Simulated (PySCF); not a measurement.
# Group charges in `CC(C)N1NCC[C@H]1C`

Species: C7H16N2.
Numbering: `[CH3:1][CH:2]([CH3:3])[N:4]1[NH:5][CH2:6][CH2:7][C@H:8]1[CH3:9]` (hydrogens: H10, H11, H12 on C1; H13 on C2; H14, H15, H16 on C3; H17 on N5; H18, H19 on C6; H20, H21 on C7; H22 on C8; H23, H24, H25 on C9)

Cartesian coordinates in Å at the GFN2-xTB level; atoms count from 1:
```
atom  x, y, z in Å
C1     2.1435    0.9823   -0.0252
C2     1.3381   -0.3117   -0.1332
C3     2.0962   -1.4408    0.5585
N4     0.0445   -0.1270    0.5220
N5    -0.6291   -1.3677    0.7190
C6    -1.6026   -1.4866   -0.3582
C7    -2.1082   -0.0544   -0.5658
C8    -0.8731    0.7889   -0.1826
C9    -1.2287    1.9670    0.7195
H10    3.1270    0.8404   -0.4662
H11    2.2614    1.2503    1.0214
H12    1.6559    1.8057   -0.5399
H13    1.2153   -0.5683   -1.2031
H14    2.2249   -1.2024    1.6106
H15    3.0734   -1.5661    0.0995
H16    1.5416   -2.3704    0.4816
H17   -1.1184   -1.2956    1.6110
H18   -2.3854   -2.1977   -0.0993
H19   -1.0795   -1.8449   -1.2505
H20   -2.9354    0.1549    0.1149
H21   -2.4374    0.1355   -1.5851
H22   -0.3910    1.1660   -1.0924
H23   -0.3302    2.5127    0.9931
H24   -1.7032    1.6119    1.6311
H25   -1.9107    2.6420    0.2072
```

Atomic charges (e) from the PBE0/pcSseg-1 density (PySCF):

```
atom  Mulliken      IAO  Hirshfeld  ESP-fitted
  C1   -0.1998  -0.4180    -0.1236     -0.7814
  C2   -0.1691  +0.0129    +0.0155     +0.5570
  C3   -0.1858  -0.4187    -0.1328     -0.4892
  N4   -0.4524  -0.2063    -0.0545     -0.4310
  N5   -0.2810  -0.3275    -0.1098     -0.5983
  C6   -0.0389  -0.1656    -0.0343     +0.0931
  C7   -0.1905  -0.2902    -0.0815     -0.3841
  C8   -0.1492  -0.0189    +0.0152     +0.6425
  C9   -0.1556  -0.4142    -0.1283     -0.7093
 H10   +0.1103  +0.1389    +0.0408     +0.1914
 H11   +0.1085  +0.1422    +0.0371     +0.1964
 H12   +0.1134  +0.1311    +0.0350     +0.1873
 H13   +0.0851  +0.0901    +0.0183     -0.0140
 H14   +0.0985  +0.1382    +0.0345     +0.1406
 H15   +0.1016  +0.1308    +0.0361     +0.1116
 H16   +0.1288  +0.1552    +0.0268     +0.1238
 H17   +0.1809  +0.2464    +0.1053     +0.3747
 H18   +0.1172  +0.1425    +0.0470     +0.0684
 H19   +0.1207  +0.1338    +0.0356     +0.0698
 H20   +0.1058  +0.1280    +0.0348     +0.1203
 H21   +0.1218  +0.1405    +0.0406     +0.0801
 H22   +0.1161  +0.1177    +0.0325     -0.0484
 H23   +0.1145  +0.1430    +0.0379     +0.1733
 H24   +0.0974  +0.1357    +0.0351     +0.1771
 H25   +0.1018  +0.1324    +0.0367     +0.1485
```

Problem. Cut each of the bonds C1–C2, C2–N4, C3–C2 and C9–C8 in turn and sum the charges on the side of the atom named first.

Solution. In e; the other side holds the opposite charge:

```tsv
bond cut	piece	atoms	Mulliken	IAO	Hirshfeld	ESP-fitted
C1–C2	CH3	4	+0.132	-0.006	-0.011	-0.206
C2–N4	C3H7	10	+0.191	+0.103	-0.012	+0.223
C3–C2	CH3	4	+0.143	+0.005	-0.035	-0.113
C9–C8	CH3	4	+0.158	-0.003	-0.019	-0.210
```

Extremes among these pieces. Mulliken: lowest CH3 at C1, highest C3H7 at C2; IAO: lowest CH3 at C1, highest C3H7 at C2; Hirshfeld: lowest CH3 at C3, highest CH3 at C1; ESP-fitted: lowest CH3 at C9, highest C3H7 at C2.

Problem. Do the schemes agree better on the pieces than on the single atoms at the cuts?

Solution. The spread between schemes averages 0.300 e for the pieces and 0.580 e for the atoms named first; it is smaller for the piece at 4 of the 4 cuts. On average they agree better on the pieces. The sign differs between schemes (beyond ±0.03 e) for CH3 at C1, CH3 at C3 and CH3 at C9.

One conformer (not necessarily the lowest) at the GFN2-xTB geometry, without solvent, vibrations or thermal averaging.
